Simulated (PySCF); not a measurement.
Static response to an electric field

Species: C6H4ClNS.
Numbering: `[Cl:1][c:2]1[cH:3][s:4][c:5]2[cH:6][cH:7][nH:8][c:9]12` (hydrogens: H10 on C3; H11 on C6; H12 on C7; H13 on N8)

Cartesian coordinates in Å at the PBE0-D3(BJ)/def2-SVP level; atoms count from 1:
```xyz
13
C6H4ClNS angstrom
Cl     0.5115   -0.6677    1.1443
C     -0.1598    0.8854    0.8193
C      0.5601    2.0348    0.6321
S     -0.4469    3.4163    0.3233
C     -1.8784    2.4528    0.4457
C     -3.2934    2.5467    0.3537
C     -3.7681    1.2671    0.5700
N     -2.7164    0.4113    0.7873
C     -1.5563    1.1229    0.7135
H      1.6428    2.1396    0.6640
H     -3.9000    3.4271    0.1578
H     -4.7937    0.9046    0.5864
H     -2.7835   -0.5799    0.9684
```

Level: wB97X-D/def2-SVPD (PySCF), static field, nuclei fixed, core orbitals frozen in the response. The polarisability tensor in these axes (au):

```
x   132.00   0.25   3.21
y     0.25 121.47 -10.89
z     3.21 -10.89  66.22
```

Problem. Diagonalise the tensor; give its mean and Δα, where Δα² is half the sum of the squared differences of the eigenvalues.

Solution. Principal values 64.00, 123.52 and 132.16 au; mean 106.56 au = 15.79 Å³ = 17.57 × 10⁻⁴⁰ C²·m²/J; Δα = 64.28 au (60 % of the mean).

Problem. What is the dipole moment, and where does it point?

Solution. (-1.61, -0.98, 0.10) D, 1.89 D in size, pointing from the negative to the positive side. Measured along this direction, the outermost atoms are H10 at the negative end and H12 at the positive end.

Problem. Traceless (Buckingham) quadrupole moment about the centre of nuclear charge: eigenvalues?

Solution. -10.42, -2.53, 12.94 D·Å. The values depend on the origin, since the dipole doesn't vanish. The electronic extent ⟨r²⟩ about the same centre is 1495 bohr², a root-mean-square distance of 2.29 Å for the 80 electrons.

Problem. Form Σ f/ω² (atomic units) for the 6 lowest TDDFT singlets, given as eV and f, and set it beside the mean polarisability, which is this sum over all singlets: 5.16, 0.2552; 5.40, 0.1280; 5.47, 0.0001; 5.84, 0.0001; 5.98, 0.0008; 6.31, 0.0004.

Solution. They add up to 10.38 au, 9.7 % of the 106.56 au; the largest single term is 7.10 au, from the state at 5.16 eV. Terms in order: 7.10, 3.25, 0.00, 0.00, 0.02, 0.01 au. Higher excitations give the rest. The strengths listed sum to 0.385.

Problem. Give the principal axes and the span of the nuclei along them.

Solution. Largest value along (1.00, -0.03, 0.05), where the nuclei span 6.39 Å; middle along (0.04, 0.98, -0.18), 4.14 Å; least along (-0.05, 0.19, 0.98), 0.01 Å. The response follows the extents in order.

Problem. Rayleigh depolarisation ratio (linearly polarised light, static tensor)?

Solution. ρ = 3Δα²/(45ᾱ² + 4Δα²) = 12396.4/(510973 + 16528.6) = 0.0235.

Geometry: PBE0-D3(BJ)/def2-SVP; no solvent, vibrations or thermal averaging.
